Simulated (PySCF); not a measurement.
```
wavenumber (cm⁻¹)  absorption (km/mol per cm⁻¹)
                0                         0.007
               25                         0.011
               50                         0.018
               75                         0.041
               99                         0.132
              124                         0.114
              149                         0.043
              174                         0.031
              199                         0.038
              224                         0.068
              249                         0.186
              273                         0.537
              298                         0.202
              323                         0.069
              348                         0.034
              373                         0.020
              398                         0.013
              422                         0.010
              447                         0.008
              472                         0.006
              497                         0.005
              522                         0.005
              547                         0.004
              572                         0.004
              596                         0.004
              621                         0.003
              646                         0.003
              671                         0.003
              696                         0.003
              721                         0.003
              746                         0.003
              770                         0.004
              795                         0.004
              820                         0.004
              845                         0.005
              870                         0.005
              895                         0.005
              920                         0.006
              944                         0.007
              969                         0.008
              994                         0.009
             1019                         0.011
             1044                         0.014
             1069                         0.017
             1094                         0.022
             1118                         0.029
             1143                         0.041
             1168                         0.062
             1193                         0.104
             1218                         0.206
             1243                         0.547
             1267                         1.870
             1292                         1.014
             1317                         0.314
             1342                         0.140
             1367                         0.078
             1392                         0.050
             1417                         0.034
             1441                         0.025
             1466                         0.019
```

This is the computed harmonic infrared spectrum of singlet BrRuN, Lorentzian lines of 37 cm⁻¹ full width. Level of theory: PBE0 in PySCF with Ru def2-TZVP with ECP28, N def2-TZVP, Br def2-TZVP; scalar-relativistic core potentials, no spin–orbit coupling; density-fitted integrals.

**Question.** Which bands make it up, and how are they assigned?

**Answer.** In Cs symmetry, counting bands above 1 % of the strongest: 110 cm⁻¹ (a', bend, 9.7 km/mol); 274 cm⁻¹ (a', stretch, 31 km/mol); 1273 cm⁻¹ (a', stretch, 120 km/mol).

Other isomers or separated fragments may lie lower.
